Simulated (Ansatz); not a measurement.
Mulliken charges of B2H6Si2, SMILES `[SiH3]B1B[SiH2]1` from r2SCAN/def2-TZVPP in Ansatz (PBE0-D4/def2-TZVP geometry).

```
atom   x (Å)   y (Å)   z (Å)  charge (e)
 Si1  -1.267   1.070  -0.763       0.199
  B2  -0.360  -0.548  -0.084       0.015
  B3   0.062  -1.920   0.328      -0.094
 Si4   1.376  -0.250   0.675       0.091
  H5  -1.566   0.925  -2.213      -0.072
  H6  -2.551   1.284  -0.041      -0.072
  H7  -0.434   2.291  -0.587      -0.078
  H8   0.539  -2.930   0.709       0.065
  H9   1.877   1.148   0.684      -0.022
 H10   2.406  -1.123   1.294      -0.032
```

Question: By hand: the dipole of these point charges (1 e Å = 4.8032 D).

Answer: Σ q r = (0.109, -0.155, 0.075) e Å, of length 0.204 e Å = 0.98 D.

Question: How does the dipole of the full density compare? (Best estimate.)

Answer: Ansatz gave: (0.311, -0.039, 0.150) e Å, 1.67 D; the point charges give 0.59 times that, at 44° from its direction.

Point charges leave out the atoms' own dipoles, such as those of lone pairs, and Mulliken's split depends on the basis, so the two needn't agree.
